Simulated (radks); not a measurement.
Results of a calculation; reference values are marked as such.
Task: Mn V, 21 electrons, occupied as [Ne] 3s2 3p5 3d3 4p1 (not the ground configuration). Code: a radial shooting solver on a logarithmic mesh with Libxc functionals. Model: scalar-relativistic Kohn-Sham, exchange-only PBE, spin-polarised, spherical densities, point nucleus; open shells are filled with parallel spins first. Some entries of the table are withheld. Estimate them.

orbital  occ.  eigenvalue (hartree)  <r^2> (bohr^2)  <1/r> (bohr^-1)
1s up       1             -239.0102        0.004988            24.93
1s down     1             -238.9894        0.004988            24.93
2s up       1             -30.03343         0.09231            5.302
2s down     1             -29.94394         0.09189            5.312
2p up       3             -25.85786         0.07515            5.202
2p down     3             -25.77766         0.07474            5.210
3s up       1              -5.66706          0.7726            1.726
3s down     1              -5.41109          0.7831            1.713
3p up       3              -4.48658          0.8455            1.610
3p down     2              -4.23617          0.8624            1.594
3d up       3              -2.63070             (1)            1.369
3d down     0              -2.39243             (2)            1.349
4p up       1              -1.41328           5.865           0.5869

Result: 
(1) 3d up <r^2> (bohr^2): 1.017
(2) 3d down <r^2> (bohr^2): 1.067
